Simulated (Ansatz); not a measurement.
Spectroscopic constants of LuCl, closed-shell singlet (lowest of 2S+1 = 1, 3 at CCSD(T)/def2-TZVPP on PBE0 minima; our sources give no spin for the ground state, which may be another). No spin–orbit coupling.

Seven points along R, fitted to fifth degree in 1/R; most abundant isotopes. In def2 and cc sets the state is the lowest found near the PBE0 minimum, followed along R. The singlet is held restricted.

Correlated levels freeze the inner cores; with def2 sets outer-core shells near the valence are correlated too.

The values were computed with Ansatz (a first-principles code).  In def2 rows elements past Kr take small-core potentials, without spin–orbit coupling.

Energies at CCSD(T)/def2-QZVPP:

| R (Å) | E (hartree) |
|---|---|
| 2.201227 | -1693.56384584 |
| 2.260399 | -1693.56919889 |
| 2.314838 | -1693.57184462 |
| 2.376378 | -1693.57273725 |
| 2.437918 | -1693.57187014 |
| 2.508925 | -1693.56919572 |
| 2.591767 | -1693.56441659 |

Problem. With a reduced mass of 29.1434 u, find the minimum, the force constant and the constants.

Solution. A fifth-degree polynomial in 1/R puts the minimum at r_e = 2.3743 Å with force constant 203 N/m. Then ω_e = (1/2πc)√(k/μ) = 344 cm⁻¹ and B_e = h/(8π²cμr_e²) = 0.1026 cm⁻¹; the cubic and quartic terms give α_e = 0.00040 and ω_e x_e = 0.97 cm⁻¹.

Doubts at one or more of the structures used: a restricted determinant that unrestricted orbitals would lower (CCSD(T)/def2-QZVPP).
